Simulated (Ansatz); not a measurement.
Reaction (isomerisation): `[CH3][Al]([SiH3])[BH]O` → `BCO[SiH2][AlH2]`

Computed with Ansatz on PBE0-D4/def2-TZVP structures; ΔE is electronic, products minus reactants. CBS: MP2 limit from def2 TZ/QZ plus the TZ coupled-cluster correction, frozen cores. Functionals use def2-TZVPP. One conformer a species, not always the lowest.

CCSD(T)/CBS gives +135.9 kJ/mol.

(1) Another level gave +98.4 kJ/mol. Which?
A. MP2/def2-TZVPP
B. PBE/def2-TZVPP
C. B2PLYP/def2-TZVPP
D. HF/def2-TZVPP

Largest T1 diagnostic among the species: 0.014.

Answers

(1) D. HF/def2-TZVPP 98.4, B2PLYP 131.1, PBE 151.2, MP2/def2-TZVPP 135.6 kJ/mol.

In def2-TZVPP, CCSD(T) changes the Hartree–Fock value by +38.5 kJ/mol (the triples alone add +5.3 kJ/mol) and MP2 by +37.2 kJ/mol. From PBE to PBE0 (25 % exact exchange), in def2-TZVPP and without D4, ΔE moves by −7.0 kJ/mol. The D4 term adds −4.4 kJ/mol with B3LYP and −2.2 kJ/mol with PBE0; it sums over pairs of atoms, weighted by their polarisabilities, and B3LYP, whose exchange is more repulsive, gets the larger term.

B3LYP here is the variant with VWN-RPA as its local correlation; programs differ in this.
